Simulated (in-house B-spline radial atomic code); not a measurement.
Results of a calculation; reference values are marked as such.
# Co ion on Al atom: potential, deflection and energy transfer

The pair potential comes from two frozen, spherical free-atom densities (PBE, B-spline radial code, scalar-relativistic past argon): electrostatics plus the change in Thomas-Fermi kinetic and Dirac exchange energy where they overlap, the recipe behind the universal ZBL potential, which averages such potentials (from solid-state densities) over many pairs. It is written V = (Z1 Z2 e²/r) φ(r/a), with e² = 14.3996 eV·Å and a = 0.46850 Å/(Z1^0.23 + Z2^0.23); ZBL's fit is φ = 0.18175 e^(−3.1998x) + 0.50986 e^(−0.94229x) + 0.28022 e^(−0.4029x) + 0.02817 e^(−0.20162x). Where φ falls below 4e-4 it is continued as an exponential.

Masses 58.93 and 26.98 u.

```json
{"x = r/a": "0.1", "φ, this pair": "0.896", "φ, ZBL": "0.8928"}
{"x = r/a": "0.5", "φ, this pair": "0.6309", "φ, ZBL": "0.6096"}
{"x = r/a": "1.5", "φ, this pair": "0.3209", "φ, ZBL": "0.2995"}
{"x = r/a": "3", "φ, this pair": "0.1415", "φ, ZBL": "0.1292"}
{"x = r/a": "5", "φ, this pair": "0.05688", "φ, ZBL": "0.05224"}
{"x = r/a": "8", "φ, this pair": "0.01712", "φ, ZBL": "0.01705"}
{"x = r/a": "12", "φ, this pair": "0.00486", "φ, ZBL": "0.00474"}
{"x = r/a": "17", "φ, this pair": "0.001171", "φ, ZBL": "0.001212"}
```

Task: At x = 4 the electrostatic, kinetic and exchange parts are 55.24, 955.05 and -81.1 eV. Find r, V and φ.

Result: a = 0.46850/(2.1341 + 1.8039) = 0.11897 Å, so r = 0.47588 Å. V = 55.24 + 955.05 + (-81.1) = 929.19 eV. The bare repulsion is 27 × 13 × 14.3996/0.47588 = 10621 eV, so φ = 0.0875, +9.0 % against ZBL's 0.0803. The kinetic (Pauli) term is 103 % of V here, as the other two terms together attract.

Task: The ion comes in at 1.353 keV with impact parameter 0.0595 Å. The scattering integral gives a centre-of-mass angle of 165° and a closest approach of 5.226 a. What are the reduced energy, the energy passed on and the laboratory angles?

Result: ε = E a M2/(Z1 Z2 e² (M1 + M2)) = 1353 × 7.3923e-06 = 0.01. The most that one collision can pass on is γE with γ = 4 M1 M2/(M1 + M2)² = 0.8617. Here T = γE sin²(θ/2) = 0.8617 × 1353 × 0.983 = 1146 eV. The ion turns by arctan(sin θ/(cos θ + M1/M2)) = 12.0°, and the struck atom leaves at (180° − θ)/2 = 7.5°. The closest approach is 0.622 Å. With ZBL the angle would be 164.45° and T = 1144 eV.
